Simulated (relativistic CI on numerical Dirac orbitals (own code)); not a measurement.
## Ni4+: L-alpha,beta X-ray emission

Computed with this model: Dirac-Coulomb-Breit CI, orbitals from a KLI potential per configuration, a model potential for QED, valence Slater integrals scaled by 0.9, multiplet model of X-ray emission after core ionisation; configurations [Ar] 3d6 → [He] 2s2 2p5 3s2 3p6 3d6 → [Ar] 3d5; 300 K; Lorentzian 0.6 eV and Gaussian 0.5 eV FWHM. Energies are those of the free ion, without screening or charge transfer. S is read from ⟨S²⟩ = S(S + 1).

Field parameters in Wybourne normalisation: D3d B²₀ = −7Dσ, B⁴₀ = −14Dq − 21Dτ, B⁴₃ = −14√(10/7) Dq; D4h B²₀ = −7Ds, B⁴₀ = 21(Dq − Dt), B⁴₄ = 21√(5/14) Dq; Oh B⁴₀ = 21Dq, B⁴₄ = √(5/14) B⁴₀. The field is a parameter set, without covalency.

free ion: ground-state S = 2.00, centroid 872.71 eV. Peaks (eV, height): 858.3 (11), 859.5 (14), 861.5 (13), 862.6 (12), 864.8 (51), 866.1 (37), 869.0 (7), 874.0 (17), 875.1 (27), 877.4 (62), 878.6 (100), 881.1 (11), 882.7 (17), 883.3 (17), 885.4 (14).

D3d, 10Dq = 36350, Dσ = 670, Dτ = -20 cm⁻¹: ground-state S = 0.01, centroid 865.88 eV. Peaks (eV, height): 856.5 (10), 857.8 (6), 860.5 (100), 862.5 (15), 863.4 (15), 866.1 (28), 867.3 (20), 868.6 (9), 870.1 (6), 875.7 (7), 878.2 (39), 881.2 (6).

Oh, 10Dq = 39600 cm⁻¹: ground-state S = 0.01, centroid 866.39 eV. Peaks (eV, height): 856.0 (8), 860.3 (100), 862.5 (11), 864.6 (12), 866.1 (10), 867.8 (8), 871.4 (7), 875.1 (6), 878.1 (55).

D4h, 10Dq = 8700, Ds = 1840, Dt = 50 cm⁻¹: ground-state S = 2.00, centroid 871.35 eV. Peaks (eV, height): 858.2 (21), 859.6 (21), 864.7 (81), 869.2 (12), 871.1 (10), 876.9 (97), 878.3 (100), 881.8 (29).

D4h, 10Dq = 15950, Ds = 40, Dt = 520 cm⁻¹: ground-state S = 2.00, centroid 870.93 eV. Peaks (eV, height): 857.8 (24), 858.8 (25), 863.2 (58), 864.9 (89), 870.6 (13), 877.9 (100), 881.5 (30), 882.9 (20), 885.3 (7).

D3d, 10Dq = 27950, Dσ = 490, Dτ = 0 cm⁻¹: ground-state S = 0.03, centroid 867.44 eV. Peaks (eV, height): 855.0 (11), 857.3 (27), 860.8 (100), 862.5 (74), 866.0 (68), 869.6 (24), 872.3 (18), 875.7 (21), 878.3 (59), 879.9 (25), 882.8 (11).

Strongest unbroadened transitions for Oh, 10Dq = 39600 cm⁻¹:

```csv
Energy (eV),Relative strength
853.09,5.2
855.30,7.3
855.69,2.8
856.16,6.4
860.23,78.9
860.43,100.0
862.66,3.0
864.12,3.2
864.34,4.5
864.78,3.0
866.69,2.4
866.90,4.2
868.83,2.5
870.34,2.5
871.28,4.4
871.47,2.6
873.90,4.2
878.07,92.7
```
